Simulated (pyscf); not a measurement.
PySCF, gas phase, ωB97X-D3(BJ)/def2-SVP geometries. Correlated levels are frozen-core, on RHF or UHF. ΔMP2 is the change of the MP2 total energy from the triple- to the quadruple-zeta basis.

### Question
`[SiH3][AsH]` [doublet] → `[SiH2][AsH2]` [doublet]
Surface: doublet. Broken: H–Si. Formed: As–H. Give ΔE‡ and ΔE from CCSD(T)/def2-TZVPP + ΔMP2(QZVPP), relative to the reactant's lowest minimum found.

### Answer
ΔE‡ = 153.9 kJ/mol, ΔE = +60.6 kJ/mol. Zero-point energy shifts the barrier by -8.0 kJ/mol. It is a hydrogen shift, with an imaginary mode of 1233i cm⁻¹. On the product side the descent ends in a point that may be a rotor saddle (no frequency run), 6.3 kJ/mol over the lowest minimum found and 95.6 kJ/mol under the saddle at ωB97X-D3(BJ)/def2-TZVP. At ωB97X-D3(BJ)/def2-TZVP the barrier from the zero used here is 162.6 kJ/mol. This is the saddle that the search found; another between the same sides may lie lower. The CCSD(T) − MP2 part came from Ansatz, without density fitting, on the same reference. The frozen core leaves the outer d or s,p core shells of the metals and heavy elements correlated in the MP2 and CC values, and def2-TZVPP describes them poorly, which can shift differences by a few kcal/mol. Elements up to Kr have no core potential and no relativistic terms here.
